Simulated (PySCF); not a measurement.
Working out the ionisation energy of Mo

Mo [Kr] 4d5 5s1 (7S) → Mo+ [Kr] 4d5 (6S). All numbers are calculated (PySCF 2.14, scalar relativity by spin-free X2C-1e, in x2c-TZVPPall (8s6p6d2f1g, 79 functions)). Frozen: [Ar] 3d10. Energies in hartree (1 hartree = 27.21139 eV):

| part | Mo (lower) | Mo+ (upper) |
| --- | --- | --- |
| UHF | -4046.193021 | -4045.963138 |
| CCSD correlation | -0.364018 | -0.337395 |
| (T) | -0.010575 | -0.008304 |

Problem. What does Hartree-Fock give?

Solution. (-4045.963138) − (-4046.193021) = 0.229883 hartree = 6.255 eV.

Problem. What do CCSD and CCSD(T) give?

Solution. The CCSD correlation energies differ by 0.026623 hartree = 0.724 eV and the triples by 0.002271 hartree = 0.062 eV, so CCSD gives 6.979 eV and CCSD(T) 7.041 eV.

Measured between the centres of the two terms (NIST): 7.092 eV, so CCSD(T) (valence and next inner shell) is off by -0.051 eV.

What remains against the reference includes basis incompleteness, the frozen core and higher excitations.
